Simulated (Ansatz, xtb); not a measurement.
Molecule: SiBr₂, charge 1, multiplicity 2. SMILES of the parent species: [Si](Br)Br
Structure (B3LYP-D3(BJ)/def2-TZVP (Ansatz, a quantum-chemistry and plane-wave program) minimum search):
```xyz
3

Si     0.0051     0.0044     0.8554
Br     1.0471    -1.5669    -0.1694
Br    -1.0491     1.5652    -0.1728
```
Charge +1, spin multiplicity 2.

Harmonic wavenumbers from GFN2-xTB (xtb, at its own minimum), cm⁻¹: 85, 345, 542.

Q: Give the harmonic wavenumbers at B3LYP-D3(BJ)/def2-TZVP (Ansatz, finite differences of forces, unscaled).

A: 118, 380, 545 cm⁻¹. Zero-point energy 1.5 kcal/mol.

Q: From these and the geometry, give the ideal-gas thermochemistry at 298.15 K and 1 atm (rigid rotor, harmonic oscillator).

A: Point group C2v, rotational symmetry number 2. Rotational constants 20.08, 0.8906, 0.8527 GHz. S(trans) 41.60, S(rot) 26.07, S(vib) 4.72, S(elec, spin only) 1.38, S 73.8 cal/(mol K). H(298) - H(0) 3.14 kcal/mol; G - E(el) -17.4 kcal/mol.
